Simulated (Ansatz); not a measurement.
```xyz
11

F     0.561    1.655    2.316
Si    0.756    1.090    0.828
C    -0.671   -0.034    0.424
Si   -0.388   -1.155   -1.031
Cl    0.345   -0.052   -2.612
H     2.037    0.342    0.805
H     0.806    2.252   -0.087
H    -1.570    0.567    0.255
H    -0.861   -0.675    1.294
H    -1.641   -1.802   -1.487
H     0.626   -2.186   -0.705
```

Charge 0, multiplicity 1.

Q: List the B3LYP/def2-TZVPP orbital energies in eV (Ansatz 0.2.0). (Estimate.)

A: Ansatz gave: Occupied: -2762.52, -1800.12, -1799.96, -671.37, -276.92, -257.28, -196.29, -196.17, -196.16, -144.56, -144.38, -99.94, -99.85, -99.84, -99.75, -99.67, -99.67, -32.33, -22.71, -19.82, -15.17, -14.49, -12.64, -12.54, -12.14, -11.94, -10.80, -10.49, -10.29, -9.43, -9.31, -8.78, -8.64. Lowest empty: -0.24, 0.14, 0.28, 1.24, 1.36, 1.47, 1.85, 2.04.

B3LYP here is the variant with VWN-RPA as its local correlation; programs differ in this.
